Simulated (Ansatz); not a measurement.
Consider the ligand exchange at a Ge–C bond: `F[CH]([SiH3])[GeH3]` + `CC(O)=S` → `CC(=S)[O][GeH3]` + `FC[SiH3]`.

Calculated with Ansatz (gas phase, PBE0-D4/def2-TZVP geometries, no zero-point term in ΔE). CBS: MP2 limit from def2 TZ/QZ plus the TZ coupled-cluster correction, frozen cores. Functionals use def2-TZVPP. B3LYP here is the variant with VWN-RPA as its local correlation; programs differ in this. For Ge outer-core shells are correlated without core-valence functions, which leaves a few kJ/mol of doubt a bond. Scalar relativity is left out up to krypton. Each species was taken in one conformer, which may not be the lowest.

`F[CH]([SiH3])[GeH3]`:

```xyz
11

F     0.480   -0.830    1.710
C     0.230   -0.663    0.339
Si   -1.609   -0.315    0.075
Ge    1.435    0.750   -0.350
H     0.501   -1.601   -0.160
H    -1.975    0.972    0.720
H    -1.843   -0.219   -1.391
H    -2.434   -1.411    0.644
H     2.885    0.384   -0.004
H     1.065    2.095    0.292
H     1.265    0.839   -1.875
```

`CC(O)=S`:

```xyz
8

C    -0.919   -0.061    0.323
C     0.498   -0.182   -0.111
O     0.951    0.969   -0.604
S     1.419   -1.521   -0.016
H    -1.534    0.249   -0.527
H    -1.001    0.724    1.080
H    -1.285   -1.001    0.722
H     1.872    0.823   -0.866
```

`CC(=S)[O][GeH3]`:

```xyz
11

C     0.740   -1.126   -0.439
C     0.222   -0.853    0.939
S     0.446   -1.863    2.194
O    -0.447    0.281    1.102
Ge   -0.817    1.544   -0.145
H    -0.087   -1.158   -1.156
H     1.420   -0.326   -0.755
H     1.271   -2.073   -0.469
H    -1.598    2.572    0.670
H    -1.658    0.902   -1.255
H     0.508    2.098   -0.686
```

`FC[SiH3]`:

```xyz
8

F     0.510   -1.331    1.309
C     0.551   -0.801    0.024
Si   -0.509    0.766   -0.079
H     0.193   -1.567   -0.673
H     1.596   -0.588   -0.224
H    -0.424    1.283   -1.471
H     0.005    1.790    0.865
H    -1.921    0.447    0.249
```

CCSD(T)/CBS gives -17.0 kJ/mol.

Another level gave -21.4 kJ/mol. Which?
A. ωB97M-V/def2-TZVPP
B. PBE0/def2-TZVPP
C. SCS-MP2/def2-TZVPP
D. B3LYP-D4/def2-TZVPP

D. B3LYP-D4 -21.4, PBE0 -11.5, SCS-MP2/def2-TZVPP -25.6, ωB97M-V -15.8 kJ/mol.

Largest T1 diagnostic among the species: 0.017.

In def2-TZVPP, CCSD(T) changes the Hartree–Fock value by +14.1 kJ/mol (the triples alone add +1.0 kJ/mol) and MP2 by +12.4 kJ/mol.
